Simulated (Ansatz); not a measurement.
Mulliken charges of `C[N][SiH2]O` radical from B3LYP/def2-TZVPP in Ansatz (PBE0-D4/def2-TZVP geometry).

```json
{"atom": "C1", "x (Å)": "0.721", "y (Å)": "1.497", "z (Å)": "-0.126", "charge (e)": "-0.168"}
{"atom": "N2", "x (Å)": "0.689", "y (Å)": "0.086", "z (Å)": "-0.259", "charge (e)": "-0.318"}
{"atom": "Si3", "x (Å)": "-0.676", "y (Å)": "-0.886", "z (Å)": "0.182", "charge (e)": "0.583"}
{"atom": "O4", "x (Å)": "-0.222", "y (Å)": "-2.454", "z (Å)": "0.320", "charge (e)": "-0.400"}
{"atom": "H5", "x (Å)": "0.284", "y (Å)": "1.871", "z (Å)": "0.812", "charge (e)": "0.096"}
{"atom": "H6", "x (Å)": "0.117", "y (Å)": "1.944", "z (Å)": "-0.934", "charge (e)": "0.109"}
{"atom": "H7", "x (Å)": "1.735", "y (Å)": "1.892", "z (Å)": "-0.235", "charge (e)": "0.105"}
{"atom": "H8", "x (Å)": "-1.261", "y (Å)": "-0.523", "z (Å)": "1.499", "charge (e)": "-0.093"}
{"atom": "H9", "x (Å)": "-1.678", "y (Å)": "-0.687", "z (Å)": "-0.905", "charge (e)": "-0.103"}
{"atom": "H10", "x (Å)": "0.374", "y (Å)": "-2.791", "z (Å)": "-0.351", "charge (e)": "0.188"}
```

**Question.** By hand: the dipole of these point charges (1 e Å = 4.8032 D).

**Answer.** Σ q r = (-0.063, 0.371, -0.079) e Å, of length 0.385 e Å = 1.85 D.

**Question.** How does the dipole of the full density compare? (An estimate is asked.)

**Answer.** The calculation gave: (0.029, 0.281, -0.155) e Å, 1.55 D; the point charges give 1.19 times that, at 22° from its direction.

Point charges leave out the atoms' own dipoles, such as those of lone pairs, and Mulliken's split depends on the basis, so the two needn't agree.

B3LYP here is the variant with VWN-RPA as its local correlation; programs differ in this.
